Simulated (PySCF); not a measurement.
Shapes and spin states of BrReN

Level of theory: PBE0 in PySCF with Re def2-SVP with ECP60, N def2-SVP, Br def2-SVP; scalar-relativistic core potentials, no spin–orbit coupling; density-fitted integrals.

Relaxations began from a few typed shapes and spin states; open shells are unrestricted. The search is not exhaustive: other isomers or separated fragments can lie lower, and high-lying points may rest on an excited occupation.

```
                                spin  group                        bonds          angles  imaginary modes (cm⁻¹)  ΔE (kJ/mol)  ΔE with ZPE (kJ/mol)
                             quartet     Cs  Re–Br 2.454 Å, Re–N 1.645 Å  Br–Re–N 128.5°                    none          0.0                   0.0
                             quartet    C∞v  Re–Br 2.530 Å, Re–N 1.662 Å  Br–Re–N 180.0°              124i, 124i         29.2                     –
broken-symmetry Ms = 1/2 (⟨S²⟩ 1.71)     Cs  Re–Br 2.409 Å, Re–N 1.640 Å  Br–Re–N 117.8°                    none         67.4                  68.0
broken-symmetry Ms = 1/2 (⟨S²⟩ 1.82)    C∞v  Re–Br 2.501 Å, Re–N 1.648 Å  Br–Re–N 180.0°              131i, 131i        128.1                     –
```

The lowest minimum found is the quartet Cs: Re–Br 2.454 Å, Re–N 1.645 Å; Br–Re–N 128.5°.

Formally Re is in oxidation state +4, d3, with 3 unpaired electrons (the high-spin count). The Mulliken spin on Re is 3.16. The polar-tensor charge on Re, 0.96, is far below the formal one.

For the lowest minimum: with open d or f shells other occupations or spin states may lie lower. No spin–orbit coupling is included, which matters more the heavier the element.
